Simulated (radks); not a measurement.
The numbers below are computed, except where a source is named.
Problem. The table gives one normalised radial function P(r) = r R(r) (large component) of Pt7+ in [Xe] 4f14 5d1 6s2 (r in bohr). Level of theory: Dirac Kohn-Sham, LDA (Slater exchange, Perdew-Wang correlation), spin-unpolarised, spherical densities, finite nucleus; open shells are shared between the two j in proportion to 2j + 1; Fermi nuclear charge, rms radius 5.427 fm (a radial shooting solver on a logarithmic mesh with Libxc functionals).

| r | P |
|---|---|
| 0.0007418 | 0.0000 |
| 0.001152 | 0.0000 |
| 0.001803 | 0.0000 |
| 0.002799 | 0.0001 |
| 0.004346 | 0.0004 |
| 0.006749 | 0.0013 |
| 0.01048 | 0.0044 |
| 0.01627 | 0.0139 |
| 0.02526 | 0.0406 |
| 0.03923 | 0.1047 |
| 0.06091 | 0.2230 |
| 0.09457 | 0.3442 |
| 0.148 | 0.2625 |
| 0.2298 | -0.1783 |
| 0.3569 | -0.5255 |
| 0.5541 | -0.0665 |
| 0.8603 | 0.7961 |
| 1.336 | 0.9593 |
| 2.074 | 0.4137 |
| 3.221 | 0.0525 |
| 5.001 | 0.0011 |

Which n and l does it have? It may be an empty orbital.

Solution. n = 5, l = 2: the number of nodes gives n - l - 1 = 2, the rise at small r points to l (this Dirac orbital starts outside the nucleus as r^gamma with gamma = sqrt((l + 1)^2 - (Z/c)^2) = 2.95; the j = 5/2 orbital of l + 1 starts with the same power, but with a smaller coefficient, and then steepens), and the extent must fit the shell. The curve is that of 5d5/2; the two j differ most near the nucleus, where j = l - 1/2 has the larger amplitude, and in heavy atoms j = l - 1/2 is also the more compact. 5d5/2: eigenvalue -106.07 eV, 2 radial nodes at r = 0.198, 0.573 bohr, <r> = 1.28 bohr, 90 % of the charge inside 1.87 bohr.
